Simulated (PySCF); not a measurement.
Simulated Cl 2p region for trans-Ge(H2O)2Cl4 (`[OH2]->[Ge](<-[OH2])([Cl])([Cl])([Cl])[Cl]`), binding energy against the vacuum level.

Every computed line was given a Gaussian of 0.4 eV full width at half maximum and an area set by the number of equivalent atoms (split 2:1 within a doublet); the highest printed point is 100. Level of theory: PySCF 2.14.0, delta-SCF UKS SCAN, pcX-2 on the ionised atom, pcseg-1 elsewhere, spin-free X2C.

binding energy (eV), intensity and a bar:
```
    204.7          0 
    204.8          2 #
    204.9          9 ###
    205.0         27 ########
    205.1         59 ##################
    205.2         91 ###########################
    205.3        100 ##############################
    205.4         77 #######################
    205.5         42 #############
    205.6         16 #####
    205.7          4 #
    205.8          1 
    205.9          0 
    206.0          0 
    206.1          0 
    206.2          0 
    206.3          0 
    206.4          0 
    206.5          2 #
    206.6          8 ##
    206.7         20 ######
    206.8         38 ###########
    206.9         50 ###############
    207.0         46 ##############
    207.1         31 #########
    207.2         14 ####
    207.3          5 #
    207.4          1 
    207.5          0
```

Problem. Count the maxima, the lines and the sites behind this envelope.

Solution. The curve has 2 maxima (at 205.3 and 206.9 eV). Under it lie 2 lines from 1 inequivalent chlorine site, drawn as a 2p3/2, 2p1/2 pair.

Problem. Decompose the envelope and assign each component. Bonds: Ge1–O2, Ge1–O5, Ge1–Cl8, Ge1–Cl9, Ge1–Cl10, Ge1–Cl11. Hydrogens: H3, H4 on O2; H6, H7 on O5.

Solution. 
```json
{"position (eV)": "205.28", "relative area": "2.67", "line": "Cl 2p3/2", "atoms": "Cl8/Cl9/Cl10/Cl11", "environment": "chlorine bonded to Ge"}
{"position (eV)": "206.93", "relative area": "1.33", "line": "Cl 2p1/2", "atoms": "Cl8/Cl9/Cl10/Cl11", "environment": "chlorine bonded to Ge"}
```

No satellites, vibrations or lifetime broadening are included. Topologically equivalent atoms share the value of their first member; where this conformer doesn't relate them by symmetry, their own values could differ. The 2p values aren't plain energy differences: one relaxed spin-free 2p hole is combined with a matrix within the shell (ground-state 2p orbital-energy differences and spin–orbit coupling). 2p3/2, the mean of its two sublevels, lies a third of the splitting below the shell's mean and 2p1/2 two thirds above it; the statistical areas are 2:1. 2p1/2 minus 2p3/2 (ligand field included): Cl 1.65 eV. Isolated species at its PBE0-D3(BJ)/def2-SVP geometry, gas phase.
